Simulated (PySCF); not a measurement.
**`ClC1=CCOCCO1`, C5H7ClO2**

Molfile (atoms numbered from 1):
```
C5H7ClO2
     RDKit          3D

 15 15  0  0  0  0  0  0  0  0999 V2000
    2.5207    2.1246   -0.4639 Cl  0  0  0  0  0  0  0  0  0  0  0  0
    1.2521    0.9816   -0.1415 C   0  0  0  0  0  0  0  0  0  0  0  0
    1.4919   -0.3156   -0.2977 C   0  0  0  0  0  0  0  0  0  0  0  0
    0.5704   -1.4641    0.0244 C   0  0  0  0  0  0  0  0  0  0  0  0
   -0.7886   -1.2971   -0.2991 O   0  0  0  0  0  0  0  0  0  0  0  0
   -1.4352   -0.2709    0.4099 C   0  0  0  0  0  0  0  0  0  0  0  0
   -1.1127    1.1153   -0.1541 C   0  0  0  0  0  0  0  0  0  0  0  0
    0.1409    1.6320    0.2567 O   0  0  0  0  0  0  0  0  0  0  0  0
    2.4748   -0.6010   -0.6351 H   0  0  0  0  0  0  0  0  0  0  0  0
    0.6668   -1.6995    1.1009 H   0  0  0  0  0  0  0  0  0  0  0  0
    0.8850   -2.3394   -0.5477 H   0  0  0  0  0  0  0  0  0  0  0  0
   -1.1753   -0.3093    1.4779 H   0  0  0  0  0  0  0  0  0  0  0  0
   -2.5051   -0.4572    0.2902 H   0  0  0  0  0  0  0  0  0  0  0  0
   -1.1526    1.0612   -1.2492 H   0  0  0  0  0  0  0  0  0  0  0  0
   -1.8375    1.8473    0.2066 H   0  0  0  0  0  0  0  0  0  0  0  0
  1  2  1  0
  2  3  2  0
  3  4  1  0
  4  5  1  0
  5  6  1  0
  6  7  1  0
  7  8  1  0
  8  2  1  0
  3  9  1  0
  4 10  1  0
  4 11  1  0
  6 12  1  0
  6 13  1  0
  7 14  1  0
  7 15  1  0
M  END
```

Computed, not measured: PySCF 2.14.0, GIAO wB97X-D/pcSseg-1 magnetisability, rotational g tensor and spin-rotation constants, non-relativistic, gas phase. Geometry: GFN2-xTB.

Q: Give the nuclear spin-rotation constants along the inertial axes (H = +C I·J) beside the isotropic shieldings.

A: Rotational constants 3.5789, 1.1879, 0.9283 GHz. A star marks the isotopologue with that one atom substituted, in its own axes.
```tsv
atom	isotope	Caa (kHz)	Cbb (kHz)	Ccc (kHz)	mean (kHz)	σ (ppm)
Cl1	35Cl	0.264	0.432	0.400	0.365	658.3
H9	1H	-0.195	0.038	-0.107	-0.088	26.7
H10	1H	-0.384	-0.104	0.044	-0.148	27.5
H11	1H	-0.330	0.015	-0.063	-0.126	27.5
H12	1H	-0.391	-0.129	0.047	-0.158	28.4
H13	1H	0.064	-0.092	-0.089	-0.039	27.8
H14	1H	-0.406	-0.117	0.051	-0.157	27.9
H15	1H	-0.400	0.069	-0.094	-0.142	27.7
C2	13C*	1.756	0.375	0.249	0.794	25.5
C3	13C*	1.212	0.391	0.168	0.590	76.2
C4	13C*	0.812	0.245	0.211	0.422	115.7
O5	17O*	-0.301	-0.147	-0.056	-0.168	287.1
C6	13C*	0.920	0.232	0.216	0.456	110.4
C7	13C*	0.721	0.305	0.215	0.414	109.3
O8	17O*	-0.769	-0.200	-0.125	-0.365	185.6
```
For the geometry as given, no vibrational averaging.

Q: How do the rotational constants and the g tensor change when H9, H10, H11, H12, H13, H14, H15 are replaced by deuterium?

A: Constants 2.9652, 1.1181, 0.8575 GHz; g -0.0167, -0.0142, -0.0091, against -0.0199, -0.0149, -0.0097 before.
